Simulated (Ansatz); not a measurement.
Program: Ansatz. Geometries: PBE0-D4/def2-TZVP. ΔE: electronic, gas phase. CCSD(T)/CBS adds triple-zeta CCSD(T) − MP2 to the extrapolated MP2 energy (def2 sets, frozen cores). This one scheme is used for every species. DFT in def2-TZVPP. B3LYP here is the variant with VWN-RPA as its local correlation; programs differ in this. One conformer a species, not always the lowest.

Reaction (ligand exchange at the Si–C bond): `N[SiH2]CBCl` + `N[SiH](O)F` → `N[SiH2]O[SiH](N)F` + `CBCl`

Q: Is it downhill or uphill in electronic energy at CCSD(T)/CBS, and by how much? (An estimate is asked.)

A: Ansatz gave: Downhill: ΔE = -26.8 kcal/mol.

Q: What do these levels give: PBE-D4, PBE0-D4, B3LYP-D4, PBE, PBE0, HF/def2-TZVPP, CCSD/def2-TZVPP, CCSD(T)/def2-TZVPP, HF/def2-QZVPP, MP2/def2-QZVPP, MP2/CBS(def2), CCSD/CBS(def2)? (An estimate is asked.)

A: Computed: PBE-D4 -23.7, PBE0-D4 -24.9, B3LYP-D4 -27.9, PBE -23.5, PBE0 -24.8, HF/def2-TZVPP -31.8, CCSD/def2-TZVPP -27.3, CCSD(T)/def2-TZVPP -26.6, HF/def2-QZVPP -32.3, MP2/def2-QZVPP -26.6, MP2/CBS(def2) -26.5, CCSD/CBS(def2) -27.5 kcal/mol.

Largest T1 diagnostic among the species: 0.011.

In def2-TZVPP, CCSD(T) changes the Hartree–Fock value by +5.2 kcal/mol (the triples alone add +0.7 kcal/mol) and MP2 by +5.5 kcal/mol. From PBE to PBE0 (25 % exact exchange), in def2-TZVPP and without D4, ΔE moves by −1.3 kcal/mol.
